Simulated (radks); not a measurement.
The arsenic anion As3-, [Kr], held by a Watson sphere: a shell of charge +3 at radius R that stands for the Madelung well of a crystal (potential energy -3/R inside, -3/r outside, in hartree with lengths in bohr). Calculated with a radial shooting solver on a logarithmic mesh with Libxc functionals: scalar-relativistic Kohn-Sham, LDA (Slater exchange, VWN5 correlation), spin-polarised, spherical densities, finite nucleus; Fermi nuclear charge, rms radius of each element as measured or else 0.836 A^(1/3) + 0.57 fm. Response by self-consistent Sternheimer equations with the Hartree and adiabatic LDA kernel, the relativistic mass of each level held fixed and spin-orbit coupling left out. The sphere does not respond.

| R (bohr) | e(3d) (eV) | e(4s) (eV) | e(4p) (eV) | <r> 4p (bohr) | sum of <r^2> (bohr^2) | X-ray form factor at sin(theta)/lambda = 0.3 1/angstrom | alpha (bohr^3) |
|---|---|---|---|---|---|---|---|
| 2.57 | -38.814 | -15.661 | -7.039 | 2.571 | 65.29 | 22.478 | 44.98 |
| 3.28 | -37.916 | -13.730 | -5.694 | 2.859 | 77.60 | 22.567 | 74.69 |
| 4 | -37.417 | -12.441 | -4.574 | 3.140 | 90.96 | 22.628 | 124.0 |
| 4.04 | -37.394 | -12.385 | -4.519 | 3.155 | 91.73 | 22.630 | 127.4 |
| 4.08 | -37.372 | -12.331 | -4.466 | 3.170 | 92.51 | 22.632 | 131.0 |
| 4.79 | -37.039 | -11.560 | -3.647 | 3.434 | 106.9 | 22.651 | 210.1 |
